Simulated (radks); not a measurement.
Task: Cd I, configuration [Kr] 4d10 5s2. Calculated with a radial shooting solver on a logarithmic mesh with Libxc functionals: scalar-relativistic Kohn-Sham, r2SCAN, spin-polarised, spherical densities, finite nucleus; meta-GGA in the generalised Kohn-Sham scheme; Fermi nuclear charge, rms radius 4.6087 fm. Some entries of the table are withheld. Estimate them.

orbital,occ.,eigenvalue (eV),<r^2> (bohr^2),r(max) (bohr)
1s,2,-26576.10,0.001250,0.01968
2s,2,-3960.126,(1),0.1112
2p,6,-3550.472,0.01611,0.08901
3s,2,(2),0.1462,(3)
3p,6,-608.6580,0.1476,0.3168
3d,10,-397.1864,0.1333,0.2664
4s,2,-108.9224,0.8809,0.7970
4p,6,-69.0571,1.061,0.8465
4d,10,(4),2.019,0.9799
5s,2,-5.8495,9.675,(5)

Result: 
(1) 2s <r^2> (bohr^2): 0.02042
(2) 3s eigenvalue (eV): -744.0941
(3) 3s r(max) (bohr): 0.3234
(4) 4d eigenvalue (eV): -12.1946
(5) 5s r(max) (bohr): 2.350
